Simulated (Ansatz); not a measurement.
Reaction (hydrogenolysis of the Si–Si bond): `BS[SiH2][SiH2]C` + H₂ → `BS[SiH3]` + `C[SiH3]`

Calculated with Ansatz (gas phase, PBE0-D4/def2-TZVP geometries, no zero-point term in ΔE). CBS: MP2 limit from def2 TZ/QZ plus the TZ coupled-cluster correction, frozen cores. This one scheme is used for every species. DFT in def2-TZVPP. B3LYP here is the variant with VWN-RPA as its local correlation; programs differ in this. One conformer a species, not always the lowest.

**Question.** Is it downhill or uphill in electronic energy at CCSD(T)/CBS, and by how much? (Best estimate.)

**Answer.** Computed: Downhill: ΔE = -3.6 kcal/mol.

**Question.** What do these levels give: PBE-D4, r2SCAN-D4, PBE0-D4, B3LYP-D4, r2SCAN, PBE0, HF/def2-TZVPP, MP2/def2-TZVPP, SCS-MP2/def2-TZVPP, CCSD(T)/def2-TZVPP, MP2/CBS(def2), CCSD/CBS(def2)? (An estimate is asked.)

**Answer.** Ansatz gave: PBE-D4 0.1, r2SCAN-D4 -2.3, PBE0-D4 -1.5, B3LYP-D4 -3.4, r2SCAN -3.1, PBE0 -3.8, HF/def2-TZVPP -12.9, MP2/def2-TZVPP -4.1, SCS-MP2/def2-TZVPP -6.2, CCSD(T)/def2-TZVPP -4.5, MP2/CBS(def2) -3.1, CCSD/CBS(def2) -5.2 kcal/mol.

Largest T1 diagnostic among the species: 0.014.

In def2-TZVPP, CCSD(T) changes the Hartree–Fock value by +8.4 kcal/mol (the triples alone add +1.6 kcal/mol) and MP2 by +8.8 kcal/mol. From PBE to PBE0 (25 % exact exchange), in def2-TZVPP and without D4, ΔE moves by −1.4 kcal/mol. The D4 term adds +3.9 kcal/mol with B3LYP and +2.3 kcal/mol with PBE0; it sums over pairs of atoms, weighted by their polarisabilities, and B3LYP, whose exchange is more repulsive, gets the larger term.
